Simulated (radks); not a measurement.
Problem. These are the eigenvalues of the occupied orbitals of an atom or ion with whole-number occupations (eV). Calculated with a radial shooting solver on a logarithmic mesh with Libxc functionals: Dirac Kohn-Sham, relativistic LDA (MacDonald-Vosko exchange, VWN5 correlation), spin-unpolarised, spherical densities, finite nucleus; Fermi nuclear charge, rms radius of each element as measured or else 0.836 A^(1/3) + 0.57 fm.

1s1/2: -13485.95
2s1/2: -1965.708
2p1/2: -1797.362
2p3/2: -1750.148
3s1/2: -455.9193
3p1/2: -396.7091
3p3/2: -389.1569
3d3/2: -286.4154
3d5/2: -285.0849

Which element is it, and in what charge state? The configuration may be excited. Open shells, if any, fill j = l - 1/2 first.

Solution. Z = 35, bromine, charge +10: Br10+ in [Ar] 3d7. The list shows which subshells hold electrons but not how many an open one holds; the 1s level, -495.6 hartree, gives Z - s = 31.5 by -(Z - s)^2/2, which with screening and relativity narrows Z to a few neighbours, and the depths of the outer levels then fix element, charge and occupations together.
